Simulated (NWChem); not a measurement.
**Atomisation of H$_{5}$AlO**

```
Al
H 1 1.5924
H 1 1.6024 2 118.06
H 1 1.6024 2 118.09 3 -151.84
O 1 2.0465 2 103.23 3 104.12
H 5 0.9695 1 114.31 2 -117.56
H 5 0.9695 6 107.19 1 127.63
```
Charge 0, spin multiplicity 1.

Everything below was run with NWChem. The geometry was optimised at B3LYP/def2-SVP, a minimum by its harmonic frequencies.

Basis set: def2-TZVP. The atomisation energy is electronic alone: no zero-point, thermal, spin-orbit or counterpoise terms. No value is extrapolated to the basis-set limit. Free atoms are single determinants with multiplicities Al 2, H 2, O 3. Correlated methods freeze the same cores in atoms and molecule, 6 orbitals in all.

```json
[
 {"method": "HF", "atomisation energy (kcal/mol)": "339.1", "relative cost": "1"},
 {"method": "LDA (SVWN5)", "atomisation energy (kcal/mol)": "514.9", "relative cost": "under 3"},
 {"method": "BLYP", "atomisation energy (kcal/mol)": "454.7", "relative cost": "under 3"},
 {"method": "BHandHLYP", "atomisation energy (kcal/mol)": "449.6", "relative cost": "under 3"},
 {"method": "PBE0", "atomisation energy (kcal/mol)": "450.1", "relative cost": "under 3"},
 {"method": "B3LYP", "atomisation energy (kcal/mol)": "459.0", "relative cost": "under 3"},
 {"method": "PBE", "atomisation energy (kcal/mol)": "454.6", "relative cost": "under 3"},
 {"method": "MP2", "atomisation energy (kcal/mol)": "444.3", "relative cost": "under 3"},
 {"method": "TPSS", "atomisation energy (kcal/mol)": "466.9", "relative cost": "under 3"},
 {"method": "CCSD(T)", "atomisation energy (kcal/mol)": "446.4", "relative cost": "20"}
]
```

The values span 175.8 kcal/mol, from HF (lowest) to LDA (SVWN5) (highest). Relative cost: rough, from shared machines, SCF included, HF = 1. Costs are the molecule's.

B3LYP has NWChem's definition, with VWN1-RPA local correlation. The structure started from a generated list of species. The stability of the SCF solutions was not checked. Open-shell Hartree-Fock references start from PBE0 orbitals; any time given for them includes that run. Coupled-cluster values serve here as a point of comparison, not as the truth.
